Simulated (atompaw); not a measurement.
Building the PAW (atompaw) potential for neodymium (Nd) (LDA (PW92), scalar-relativistic).

```
Element                 : Nd
Generator               : atompaw 4.2.0.5
Type                    : PAW
Functional              : LDA (PW92)
Relativity              : scalar-relativistic
Frozen core             : [Kr] 4d10 5s2
Valence charge          : 12
Reference configuration : 4f3 5p6 5d1 6s2 6p0
Partial waves           : 6s (bound): rc 3.00 bohr; 6s channel at 0.3 Ry: rc 3.00 bohr; 5p (bound): rc 2.00 bohr; 6p (bound, empty): rc 2.40 bohr; 5d (bound): rc 3.00 bohr; 5d channel at 2.5 Ry: rc 3.00 bohr; 4f (bound): rc 0.85 bohr; 4f channel at 1.2 Ry: rc 0.85 bohr
Local potential         : troulliermartins scheme with l = 4 at 0 Ry, radius 2.55 bohr
Core correction         : smooth core density matched at 2.35 bohr
Augmentation charge     : sinc compensation charge, radius 2.85 bohr; PAW radius 3.00 bohr; waves and projectors: custom rrkj vanderbiltortho
```

All-electron outer shells of the reference configuration (LDA (PW92), scalar-relativistic, ld1.x):

| shell | level (eV) | outermost node (bohr) | outermost maximum (bohr) |
| --- | --- | --- | --- |
| 4d | -123.04 | 0.29 | 0.62 |
| 5s | -43.83 | 0.72 | 1.31 |
| 5p | -24.76 | 0.77 | 1.46 |
| 4f | -7.13 | – | 0.65 |
| 6s | -4.01 | 1.73 | 3.55 |
| 5d | -3.06 | 0.87 | 2.10 |
| 6p | -1.40 | 2.07 | 4.74 |

What the tests gave:

```
Cutoffs needed                                           : 200 Ry and 300 Ry (the cutoffs (Ry, on a coarse ladder) from which the occupation-weighted sum of valence levels, in a spherical-Bessel basis at the reference potential, stays within 10 and 1 mRy of its value at 400 Ry)
Ghost test                                               : ghost state, extra bound levels that the all-electron valence spectrum of the same l lacks: s at -49.4 eV; a true bound ghost makes a file unfit for plane-wave use (spherical-Bessel basis up to 400 Ry, 20 bohr box)
Lowest eigenvalue of the overlap operator                : 0.25 (p channel)
Overlap eigenvalues printed by atompaw (projector basis) : 0.382, 1.21, 1.55, 1.86, 49.7, 54.3, 3.86e+03, 7.98e+03
Warning                                                  : the pseudo core plus compensation charge is negative at some radii, so no UPF file was written
Share of each valence orbital outside the PAW sphere     : 6s 80 %, 5p 3 %, 6p 94 %, 5d 38 %, 4f 1 %
```

Generation and tests took about 21 s on one core of a shared server CPU.
